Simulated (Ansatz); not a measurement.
Gas-phase electronic energies from Ansatz, PBE0-D4/def2-TZVP geometries. CBS: MP2 limit from def2 TZ/QZ plus the TZ coupled-cluster correction, frozen cores. This one scheme is used for every species. DFT in def2-TZVPP. HSE06 is defined as in plane-wave codes. One conformer a species, not always the lowest.

Consider the cleavage of the Si–Si bond: `O[SiH2][SiH2][SiH3]` + `N[SiH](O)O` → `O[SiH2]N[SiH](O)O` + `[SiH3][SiH3]`.

`O[SiH2][SiH2][SiH3]`:

```xyz
12

O    -0.190    2.870   -1.046
Si   -0.610    1.276   -0.929
Si    0.779    0.049    0.509
Si    0.068   -2.177    0.620
H    -0.146    3.377   -0.234
H    -0.519    0.739   -2.309
H    -2.016    1.119   -0.452
H     2.195    0.102    0.044
H     0.728    0.642    1.878
H     0.936   -2.973    1.528
H    -1.330   -2.235    1.126
H     0.105   -2.790   -0.735
```

`N[SiH](O)O`:

Z-matrix (Å, degrees):
```
Si
O 1 1.639
O 1 1.639 2 116.1
N 1 1.714 2 107.1 3 -119.6
H 1 1.475 2 104.4 3 114.2
H 2 0.959 1 117.1 3 74.9
H 3 0.959 1 117.0 2 -75.2
H 4 1.008 1 119.6 2 171.6
H 4 1.008 1 119.6 2 -46.2
```

`O[SiH2]N[SiH](O)O`:

```xyz
13

O    -0.775   -1.925   -0.523
Si   -0.848   -1.147    0.942
N    -0.480    0.499    0.665
Si    0.828    1.132   -0.253
O     0.167    2.371   -1.101
O     1.456   -0.088   -1.139
H    -0.611   -2.870   -0.496
H     0.123   -1.826    1.840
H    -2.208   -1.214    1.535
H    -1.205    1.160    0.905
H     1.965    1.654    0.538
H     0.770    3.006   -1.489
H     0.818   -0.752   -1.425
```

`[SiH3][SiH3]`:

```xyz
8

Si   -0.442   -1.077    0.104
Si    0.442    1.077   -0.104
H    -1.019   -1.269    1.462
H    -1.514   -1.294   -0.904
H     0.623   -2.094   -0.108
H     1.512    1.296    0.906
H    -0.624    2.094    0.104
H     1.023    1.268   -1.460
```

(1) Is it downhill or uphill in electronic energy at CCSD(T)/CBS, and by how much? (Estimate.)

(2) What do these levels give: r2SCAN-D4, B2PLYP, BLYP, HSE06, MP2/def2-SVP, MP2/def2-QZVPP? (Estimate.)

(3) What do rigid-rotor, harmonic-oscillator terms from PBE0-D4/def2-TZVP frequencies (298.15 K, 1 bar) make of the CCSD(T)/CBS value? (Best estimate.)

Largest T1 diagnostic among the species: 0.013.

## Answers

(1) Computed: Downhill: ΔE = -84.2 kJ/mol.

(2) Ansatz gave: r2SCAN-D4 -80.1, B2PLYP -85.8, BLYP -73.5, HSE06 -69.4, MP2/def2-SVP -100.8, MP2/def2-QZVPP -90.9 kJ/mol.

(3) Computed: ΔZPE = -3.3 kJ/mol, ΔH = -89.5 kJ/mol, ΔS = -37 J/(mol·K), ΔG = -78.4 kJ/mol. Modes under 50 cm⁻¹ make the entropy rough.

In def2-TZVPP, CCSD(T) changes the Hartree–Fock value by +9.7 kJ/mol (the triples alone add +1.3 kJ/mol) and MP2 by +4.2 kJ/mol. The D4 term adds −4.4 kJ/mol with B3LYP and −2.3 kJ/mol with PBE0; it sums over pairs of atoms, weighted by their polarisabilities, and B3LYP, whose exchange is more repulsive, gets the larger term.

B3LYP here is the variant with VWN-RPA as its local correlation; programs differ in this.
